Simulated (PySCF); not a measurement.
## MLi for M along the fourth-period p block

PBE0 with double-zeta basis sets in PySCF, for the lowest determinant that a PBE0 search found; no spin–orbit coupling. De refers to high-spin ground-configuration atoms. A positive dipole means M(−)Li(+).

```json
{"M": "Ge", "basis": "cc-pVDZ/cc-pVDZ-PP", "state (unpaired electrons)": "quartet (σ ↑, π ↑↑)", "Re (Å)": "2.417", "ωe (cm⁻¹)": "400", "De (eV)": "1.64", "μ (D)": "5.56"}
{"M": "As", "basis": "cc-pVDZ/cc-pVDZ-PP", "state (unpaired electrons)": "triplet (π ↑↑)", "Re (Å)": "2.436", "ωe (cm⁻¹)": "432", "De (eV)": "1.56", "μ (D)": "6.17"}
{"M": "Se", "basis": "def2-SVP", "state (unpaired electrons)": "doublet (π ↑)", "Re (Å)": "2.270", "ωe (cm⁻¹)": "520", "De (eV)": "2.88", "μ (D)": "6.85"}
{"M": "Br", "basis": "cc-pVDZ/cc-pVDZ-PP", "state (unpaired electrons)": "singlet (closed shell)", "Re (Å)": "2.211", "ωe (cm⁻¹)": "548", "De (eV)": "4.14", "μ (D)": "7.10"}
```

By what factor does the bond length vary along the series?

At PBE0 it runs from 2.211 Å (LiBr) to 2.436 Å (LiAs), a factor of 1.10.

The rows differ in basis set, which adds steps of its own.

The state changes along the series, so neighbouring rows are not always alike in their bonding.

States were picked by a PBE0 search and need not be the measured ground states.
